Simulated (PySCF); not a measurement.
A PySCF script (with the pyscf-properties extension) for the NMR shieldings of `BCB(C#CC)[SiH](C)C`, C₆H₁₄B₂Si, on a GFN2-xTB geometry:

```python
import basis_set_exchange as bse
import numpy as np
from pyscf import gto, dft
from pyscf.prop import nmr

atoms = """
B    -1.773142   -1.968642   -0.272832
C    -1.209298   -1.129030    0.917828
B     0.020592   -0.310616    0.325472
C     1.321915   -1.022155    0.153323
C     2.384614   -1.585922    0.013773
C     3.652481   -2.256493   -0.154195
Si   -0.196818    1.582878   -0.182723
C    -1.581578    1.781831   -1.488113
C    -0.720923    2.666617    1.308319
H    -1.296839   -3.004869   -0.539235
H    -2.657537   -1.561549   -0.924105
H    -0.841039   -1.789444    1.703548
H    -1.957698   -0.456163    1.334509
H     4.147328   -2.345996    0.813435
H     4.297418   -1.692220   -0.828261
H     3.498312   -3.256863   -0.559736
H     1.002907    2.245036   -0.755639
H    -1.746802    2.825019   -1.739619
H    -1.335126    1.255792   -2.405840
H    -2.521725    1.377751   -1.123864
H    -0.858271    3.702970    1.015473
H     0.025355    2.646254    2.097287
H    -1.658879    2.322797    1.736225
"""
names = dict.fromkeys(["B", "C", "Si", "H"], "pcSseg-1")
basis = {el: gto.basis.parse(bse.get_basis(n, elements=[el], fmt="nwchem")) for el, n in names.items()}
mol = gto.M(atom=atoms, basis=basis, charge=0, verbose=0)
mf = dft.RKS(mol, xc="PBE0")
mf.grids.level = 2
mf.grids.alignment = dft.numint.BLKSIZE   # the property module wants whole blocks of grid points
mf.conv_tol = 1e-9
mf.kernel()

calc = nmr.RKS(mf)   # GIAO
C = mf.mo_coeff
Co = C[:, mf.mo_occ > 0]
resp = mf.gen_response(singlet=True, hermi=2)
def vind(x):   # induced exchange potential for any number of trial vectors
    d = np.einsum("pi,xij,qj->xpq", C, 2 * x.reshape(-1, C.shape[1], Co.shape[1]), Co, optimize=True)
    return np.einsum("xpq,pi,qj->xij", resp(d - d.transpose(0, 2, 1)), C, Co, optimize=True).ravel()
mo1, _ = nmr.rhf.solve_mo1(calc, with_cphf=vind)
sigma = calc.kernel(mo1)
for i, s in enumerate(sigma):   # ppm
    w = np.linalg.eigvalsh((s + s.T) / 2)
    print("%2d %-2s iso %8.1f  s11 %8.1f  s22 %8.1f  s33 %8.1f" % (i, mol.atom_pure_symbol(i), w.mean(), *w))
```

Q: What are the results?

A: 
```
 0 B  iso     14.1  s11    -57.8  s22    -30.5  s33    130.5
 1 C  iso    119.6  s11     18.0  s22    146.5  s33    194.3
 2 B  iso     13.8  s11    -93.5  s22      2.7  s33    132.4
 3 C  iso     81.8  s11    -16.0  s22    -11.1  s33    272.4
 4 C  iso     11.8  s11    -23.1  s22     11.8  s33     46.7
 5 C  iso    177.4  s11    171.5  s22    172.9  s33    187.7
 6 Si iso    395.0  s11    383.4  s22    389.4  s33    412.2
 7 C  iso    192.0  s11    189.1  s22    191.9  s33    194.8
 8 C  iso    190.5  s11    187.0  s22    190.5  s33    194.0
 9 H  iso     23.9  s11     16.4  s22     26.5  s33     28.9
10 H  iso     23.9  s11     15.7  s22     26.5  s33     29.4
11 H  iso     28.0  s11     24.8  s22     27.4  s33     31.9
12 H  iso     27.3  s11     25.2  s22     26.9  s33     29.7
13 H  iso     29.0  s11     24.9  s22     27.3  s33     34.9
14 H  iso     29.0  s11     24.2  s22     27.7  s33     35.2
15 H  iso     29.1  s11     24.4  s22     27.4  s33     35.4
16 H  iso     27.6  s11     24.6  s22     25.7  s33     32.4
17 H  iso     31.5  s11     27.1  s22     28.7  s33     38.7
18 H  iso     31.9  s11     27.4  s22     28.9  s33     39.3
19 H  iso     31.4  s11     26.9  s22     29.3  s33     37.8
20 H  iso     31.5  s11     27.2  s22     28.5  s33     38.6
21 H  iso     31.6  s11     26.9  s22     29.0  s33     39.1
22 H  iso     31.5  s11     27.3  s22     29.4  s33     37.7
```

These numbers come from an equivalent density-fitted implementation of the same equations, which agrees with the script to about 0.01 ppm for H and up to a few tenths of a ppm for heavy atoms, so last digits may differ.

Size and cost of the density-fitted run: 230 basis functions, 2.1 min wall time on 1 thread of an Arm Neoverse N1, shared host; peak memory 1.1 GiB.
